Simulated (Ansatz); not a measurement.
Computed with B3LYP-D3(BJ)/def2-TZVP (Ansatz, a first-principles code). No frequencies were computed at this level.

Ansatz 0.2 input:
```yaml
crystal:
  periodic: [false, false, false]
  atoms:
    - { symbol: N, position_ang: [1.497365, 0.384415, -0.043433] }
    - { symbol: C, position_ang: [0.265547, 0.315733, 0.016843] }
    - { symbol: C, position_ang: [-1.032675, -0.243497, 0.032138] }
    - { symbol: N, position_ang: [-0.933583, 1.04271, 0.15477] }
    - { symbol: H, position_ang: [1.986946, -0.500437, -0.158122] }
    - { symbol: H, position_ang: [-1.783601, -0.998924, -0.002197] }
basis:
  gaussian: { orbitals: def2-tzvp }
hamiltonian:
  xc: b3lyp
  dispersion: d3bj
relax:
  max_steps: 150
```

Output:

```
Functional definition: B3LYP
758 factors; their error is unknown
mean field evaluation 1: about -5078.3212 eV, gradient 5.9e1 eV
mean field evaluation 2: about -5068.3308 eV, gradient 8.7e1 eV
mean field evaluation 4: about -5085.2005 eV, gradient 4.5e0 eV
mean field evaluation 8: about -5085.2430 eV, gradient 2.1e-1 eV
mean field evaluation 16: about -5085.2393 eV, gradient 1.6e-4 eV
mean field -5085.23928659 eV, -186.8790968833 hartree, gradient 2.5e-5 eV, S^2 0.000000; 0 other end points of the search recorded, 0 dependent functions left out
reference -5085.23948289 eV, -186.8791040970 hartree; 14, 14 occupied and 122, 122 virtual orbitals, 758 factors
relax step   1: F+E_penalty+E_count = -5085.40348750 eV  Δ(F+E_penalty+E_count) = +0.000e0 eV  max|allowed force component| = 1.295e0 eV/Å  Δτ_max = 0.0000 Å  (29 SCF iters, accepted)
these checks for a lower state are left out or cut short: starts, cluster_reference, orbital_swaps, neighbouring_geometries, increment
758 factors; their error is unknown
mean field -5085.27270594 eV, -186.8803250218 hartree, gradient 1.5e-5 eV, S^2 0.000000; 0 other end points of the search recorded, 0 dependent functions left out
reference -5085.27290240 eV, -186.8803322414 hartree; 14, 14 occupied and 122, 122 virtual orbitals, 758 factors
relax step   2: F+E_penalty+E_count = -5085.43677323 eV  Δ(F+E_penalty+E_count) = -3.329e-2 eV  max|allowed force component| = 9.252e-1 eV/Å  Δτ_max = 0.0186 Å  (35 SCF iters, accepted)
these checks for a lower state are left out or cut short: starts, cluster_reference, orbital_swaps, neighbouring_geometries, increment
758 factors; their error is unknown
mean field evaluation 32: about -5085.2956 eV, gradient 1.4e-5 eV
mean field -5085.29555260 eV, -186.8811646208 hartree, gradient 1.4e-5 eV, S^2 0.000000; 0 other end points of the search recorded, 0 dependent functions left out
reference -5085.29574870 eV, -186.8811718274 hartree; 14, 14 occupied and 122, 122 virtual orbitals, 758 factors
relax step   3: F+E_penalty+E_count = -5085.45973384 eV  Δ(F+E_penalty+E_count) = -2.296e-2 eV  max|allowed force component| = 2.453e-1 eV/Å  Δτ_max = 0.0300 Å  (34 SCF iters, accepted)
these checks for a lower state are left out or cut short: starts, cluster_reference, orbital_swaps, neighbouring_geometries, increment
758 factors; their error is unknown
mean field -5085.29665985 eV, -186.8812053117 hartree, gradient 1.5e-5 eV, S^2 0.000000; 0 other end points of the search recorded, 0 dependent functions left out
reference -5085.29685602 eV, -186.8812125206 hartree; 14, 14 occupied and 122, 122 virtual orbitals, 758 factors
relax step   4: F+E_penalty+E_count = -5085.46070390 eV  Δ(F+E_penalty+E_count) = -9.701e-4 eV  max|allowed force component| = 9.492e-2 eV/Å  Δτ_max = 0.0065 Å  (34 SCF iters, accepted)
these checks for a lower state are left out or cut short: starts, cluster_reference, orbital_swaps, neighbouring_geometries, increment
758 factors; their error is unknown
mean field -5085.29690781 eV, -186.8812144241 hartree, gradient 1.5e-5 eV, S^2 0.000000; 0 other end points of the search recorded, 0 dependent functions left out
reference -5085.29710398 eV, -186.8812216330 hartree; 14, 14 occupied and 122, 122 virtual orbitals, 758 factors
relax step   5: F+E_penalty+E_count = -5085.46096364 eV  Δ(F+E_penalty+E_count) = -2.597e-4 eV  max|allowed force component| = 3.500e-2 eV/Å  Δτ_max = 0.0027 Å  (35 SCF iters, accepted)
these checks for a lower state are left out or cut short: starts, cluster_reference, orbital_swaps, neighbouring_geometries, increment
758 factors; their error is unknown
mean field -5085.29695867 eV, -186.8812162929 hartree, gradient 1.5e-5 eV, S^2 0.000000; 0 other end points of the search recorded, 0 dependent functions left out
reference -5085.29715485 eV, -186.8812235024 hartree; 14, 14 occupied and 122, 122 virtual orbitals, 758 factors
relax step   6: F+E_penalty+E_count = -5085.46101229 eV  Δ(F+E_penalty+E_count) = -4.865e-5 eV  max|allowed force component| = 1.010e-2 eV/Å  Δτ_max = 0.0013 Å  (35 SCF iters, accepted)
these checks for a lower state are left out or cut short: starts, cluster_reference, orbital_swaps, neighbouring_geometries, increment
758 factors; their error is unknown
mean field -5085.29696124 eV, -186.8812163874 hartree, gradient 1.5e-5 eV, S^2 0.000000; 0 other end points of the search recorded, 0 dependent functions left out
reference -5085.29715741 eV, -186.8812235967 hartree; 14, 14 occupied and 122, 122 virtual orbitals, 758 factors
relax step   7: F+E_penalty+E_count = -5085.46101348 eV  Δ(F+E_penalty+E_count) = -1.185e-6 eV  max|allowed force component| = 1.166e-3 eV/Å  Δτ_max = 0.0003 Å  (35 SCF iters, accepted)
758 factors; their error is unknown
mean field evaluation 64: about -5085.2970 eV, gradient 3.6e-4 eV
mean field -5085.29696124 eV, -186.8812163874 hartree, gradient 1.5e-5 eV, S^2 0.000000; 1 other end points of the search recorded, 0 dependent functions left out
reference -5085.29715741 eV, -186.8812235967 hartree; 14, 14 occupied and 122, 122 virtual orbitals, 758 factors
Total energy: -5085.46120966 eV, -186.8872524054 hartree
Atom 0 at     1.512905     0.411968    -0.041505 Å, force    -0.000542    -0.000786    -0.000103 eV/Å
Atom 1 at     0.272467     0.268850     0.011888 Å, force     0.001166     0.000253     0.000186 eV/Å
Atom 2 at    -1.022956    -0.250401     0.030876 Å, force    -0.000155     0.000832    -0.000091 eV/Å
Atom 3 at    -0.926359     1.028500     0.152914 Å, force     0.000317    -0.000998    -0.000145 eV/Å
Atom 4 at     1.989822    -0.480015    -0.156303 Å, force    -0.000383     0.000879     0.000077 eV/Å
Atom 5 at    -1.825880    -0.978903     0.002129 Å, force    -0.000403    -0.000180     0.000075 eV/Å
Dipole moment:    -0.376948    -0.742014    -0.053308 e Å
```

Cost: roughly 15 core-seconds.
